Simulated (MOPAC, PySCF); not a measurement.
C$_{2}$H$_{5}$N, SMILES `NC=C`, neutral singlet in the gas phase. 

Cartesian coordinates (Å):
```xyz
8

C      1.1536    -0.3239     0.0407
C      0.0649     0.4392    -0.0630
N     -1.2433    -0.0006    -0.2072
H      2.1342     0.1254     0.0745
H      1.0953    -1.4053     0.0761
H      0.1618     1.5192    -0.0996
H     -1.4103    -0.9674     0.0271
H     -1.9562     0.6134     0.1515
```
Charge 0, multiplicity 1.

All levels are single points at this geometry (B3LYP-D3(BJ)/def2-TZVP); Pople sets use spherical d functions. Orbital energies aren't observables, and empty levels follow the basis.

```csv
level,HOMO (eV),LUMO (eV),gap (eV),dipole (D),"vertical IE, Delta-SCF (eV)"
PBE-D3(BJ)/def2-TZVP in PySCF,-4.85,0.03,4.87,1.68,8.33
ωB97X-D3(BJ)/def2-TZVP in PySCF,-8.39,3.00,11.40,1.60,8.46
B3LYP/6-31G* in PySCF,-5.36,1.52,6.88,1.68,8.11
BP86/6-31G* in PySCF,-4.48,0.62,5.10,1.74,–
M06-2X/6-31G* in PySCF,-6.87,2.67,9.53,1.64,–
SVWN5/6-31G* in PySCF,-4.49,0.55,5.03,1.77,8.27
HF/6-31G* in PySCF,-8.39,5.76,14.16,1.61,7.06
HF/STO-3G in PySCF,-6.74,9.39,16.13,1.43,–
AM1 in MOPAC,-8.79,1.62,10.41,1.53,–
```
